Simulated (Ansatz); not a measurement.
`N[SiH2][SiH2]Cl` + H₂ → `[SiH3][SiH2]Cl` + NH₃ at 700 K and 1 bar (hydrogenolysis of the Si–N bond).

Gas-phase electronic energies from Ansatz, PBE0-D4/def2-TZVP geometries. CCSD(T)/CBS is the MP2 limit (def2-TZVPP, def2-QZVPP) plus CCSD(T) − MP2 in def2-TZVPP, frozen cores. This one scheme is used for every species. Each species was taken in one conformer, which may not be the lowest.

```
          species  CCSD(T)/CBS energy (Eh)  H − E (kJ/mol)  S (J/(mol·K))
`N[SiH2][SiH2]Cl`              -1096.31710           243.4          479.6
               H₂                 -1.17544            46.8          155.3
 `[SiH3][SiH2]Cl`              -1040.97629           178.3          420.2
              NH₃                -56.50880           116.9          226.5
```

H − E and S are ideal-gas, rigid-rotor, harmonic terms from PBE0-D4/def2-TZVP, for one conformer and one mirror image of each species. The MP2-based limit puts H₂ 0.8 mEh under its directly extrapolated value; such offsets cancel only in part. 1 Eh = 2625.50 kJ/mol, R = 8.31446 J/(mol·K).

By hand: ΔE, ΔH, ΔS and ΔG.

ΔE = (-1040.97629) + (-56.50880) − (-1096.31710) − (-1.17544) = 0.00745 Eh = 19.6 kJ/mol. Δ(H − E) = 178.3 + 116.9 − 243.4 − 46.8 = 5.0, so ΔH = 24.6 kJ/mol. ΔS = 420.2 + 226.5 − 479.6 − 155.3 = 11.8 J/(mol·K). ΔG = 24.6 − 700 × (11.8)/1000 = 16.3 kJ/mol.

By hand: the equilibrium constant, and the temperature at which ΔG would vanish if ΔH and ΔS stayed fixed.

log₁₀ K = −ΔG/(RT ln 10) = -1.2. ΔG = 0 at ΔH/ΔS = 2085 K, though so small a ΔS makes that figure unsure.

TΔS isn't small against ΔH here. A doubt of 5 kJ/mol in ΔE shifts log₁₀ K by 0.4 here. Other conformers and mirror images would add mixing entropy, several J/(mol·K) or more a flexible species. Modes under 60 cm⁻¹, often nearly free rotors, make the harmonic entropy too high. These are equilibria of isolated gas molecules and say nothing of rates. Largest T1 diagnostic: 0.011 (customary marks: 0.02 for closed shells, 0.045 for open ones).
